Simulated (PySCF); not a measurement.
Cl₃OW, neutral, multiplicity 2. Atoms are numbered in the order given.

```xyz
5

W     -0.0743    -0.2166     0.0000
O      0.0917    -1.8855     0.0000
Cl    -2.1748     0.6570     0.0000
Cl     1.2275     0.5866    -1.6862
Cl     1.2275     0.5866     1.6862
```
Charge 0, spin multiplicity 2.

Coordinates come from a PBE0-D3(BJ)/def2-SVP optimisation. The spin state was assumed, not searched. The def2 effective core potentials stand for the cores of W; spin–orbit coupling is left out.

The numbers are results of PBE/def2-TZVP in PySCF, not measurements.

ESP charges are fitted to the potential on shells at 1.4 to 2.0 van der Waals radii. Atomic charges (e):

```json
[
 {"atom": "W1", "Löwdin": "(withheld)", "ESP fit": "0.49", "Mulliken spin": "0.87"},
 {"atom": "O2", "Löwdin": "(withheld)", "ESP fit": "-0.20", "Mulliken spin": "-0.04"},
 {"atom": "Cl3", "Löwdin": "(withheld)", "ESP fit": "-0.06", "Mulliken spin": "0.02"},
 {"atom": "Cl4", "Löwdin": "(withheld)", "ESP fit": "-0.12", "Mulliken spin": "0.08"},
 {"atom": "Cl5", "Löwdin": "(withheld)", "ESP fit": "-0.12", "Mulliken spin": "0.08"}
]
```

Task: Some entries are withheld; supply them. (An estimate is asked for; the answer gives what the named calculation found.)

Result: 
- W1, Löwdin: -0.15
- O2, Löwdin: -0.18
- Cl3, Löwdin: 0.11
- Cl4, Löwdin: 0.11
- Cl5, Löwdin: 0.11
